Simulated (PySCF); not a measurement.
**Diatomic cations of Al with group 12**

PBE0 with double-zeta basis sets in PySCF, for the lowest determinant that a PBE0 search found; no spin–orbit coupling. De refers to high-spin ground-configuration atoms (the charge goes to the atom of lower measured ionisation energy or higher electron affinity, which is not always the lowest computed limit). A positive dipole points towards Al; it is taken about the centre of mass and depends on that origin.

```
 M       basis  charged atom  state (unpaired electrons)  Re (Å)  ωe (cm⁻¹)  De (eV)  μ (D)
Zn  6-31G(d,p)           Al+      singlet (closed shell)   2.762        172     0.99   3.10
Cd   def2-SVPD           Al+      singlet (closed shell)   3.038        146     0.80   5.77
Hg    def2-SVP           Al+      singlet (closed shell)   2.958        137     0.57   7.90
```

The shortest bond is that of AlZn⁺ (2.762 Å), the longest that of AlCd⁺ (3.038 Å). AlZn⁺ is bound most strongly (0.99 eV) and AlHg⁺ least (0.57 eV).

The rows differ in basis set, which adds steps of its own.

Down a group the atoms grow and get heavier, so bonds lengthen and wavenumbers fall; the exceptions here are the shorter bond at Hg. Relativity and the filled 4f shell contract the atoms of the sixth period.

Closed-shell solutions of metal pairs were not tested for spin polarisation, which can lower them a little. Spin–orbit coupling is left out. For an ion De counts to the pair picked by the measured ionisation energies or electron affinities, which need not be the lowest pair at this level.
